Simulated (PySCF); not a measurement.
FHMgS, SMILES [F][Mg][SH].

Coordinates come from a B3LYP-D3(BJ)/def2-TZVP optimisation. One conformer was computed; it need not be the lowest.

The numbers are results of PySCF 2.14.0 with B3LYP-D3(BJ)/def2-TZVP, not measurements.

Frequencies are harmonic and unscaled.

| mode | ν (cm⁻¹) | IR (km/mol) | Raman (Å⁴/amu) | depolarisation | moving atoms (share of kinetic energy) |
|---|---|---|---|---|---|
| 1 | 121 | 72.3 | 1.5 | 0.74 | Mg 62 %, F 27 % |
| 2 | 132 | 71.0 | 1.8 | 0.75 | Mg 65 %, F 26 %, S 9 % |
| 3 | 368 | 2.9 | 16.8 | 0.17 | S 51 %, F 32 %, Mg 13 % |
| 4 | 549 | 6.3 | 1.0 | 0.16 | H 91 % |
| 5 | 766 | 133.4 | 0.2 | 0.09 | Mg 55 %, F 43 % |
| 6 | 2656 | 1.6 | 126.6 | 0.27 | H 97 % |
